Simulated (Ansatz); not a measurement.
`[NH2][GaH2]` → `[NH2][GaH]`• + H• at 700 K and 1 bar (homolysis of the Ga–H bond).

Computed with Ansatz on PBE0-D4/def2-TZVP structures; ΔE is electronic, products minus reactants. CCSD(T)/CBS adds triple-zeta CCSD(T) − MP2 to the extrapolated MP2 energy (def2 sets, frozen cores). This one scheme is used for every species, atoms too. No spin–orbit coupling; open shells (•) take unrestricted orbitals. Bonds to Ga are less sure, by a few kJ/mol each and by 10 to 20 or more in all where they break to atoms, as the def2 sets lack core-valence functions. Scalar relativity is left out up to krypton.

```tsv
species	CCSD(T)/CBS energy (Eh)	H − E (kJ/mol)	S (J/(mol·K))
`[NH2][GaH2]`	-1981.05479	148.0	331.7
`[NH2][GaH]`•	-1980.41284	120.6	331.3
H•	-0.50000	14.6	132.5
```

H − E and S are ideal-gas, rigid-rotor, harmonic terms from PBE0-D4/def2-TZVP, with the whole ground term of open shells counted as degenerate. 1 Eh = 2625.50 kJ/mol, R = 8.31446 J/(mol·K).

**Question.** By hand: ΔE, ΔH, ΔS and ΔG.

**Answer.** ΔE = (-1980.41284) + (-0.50000) − (-1981.05479) = 0.14195 Eh = 372.7 kJ/mol. Δ(H − E) = 120.6 + 14.6 − 148.0 = -12.8, so ΔH = 359.9 kJ/mol. ΔS = 331.3 + 132.5 − 331.7 = 132.1 J/(mol·K). ΔG = 359.9 − 700 × (132.1)/1000 = 267.4 kJ/mol.

**Question.** By hand: the equilibrium constant, and the temperature at which ΔG would vanish if ΔH and ΔS stayed fixed.

**Answer.** log₁₀ K = −ΔG/(RT ln 10) = -20.0. ΔG = 0 at ΔH/ΔS = 2724 K, far beyond where these terms or the molecules hold.

The number of gas molecules changes by +1, which sets the sign of ΔS. A doubt of 5 kJ/mol in ΔE shifts log₁₀ K by 0.4 here. These are equilibria of isolated gas molecules and say nothing of rates. Largest T1 diagnostic: 0.016 (customary marks: 0.02 for closed shells, 0.045 for open ones).
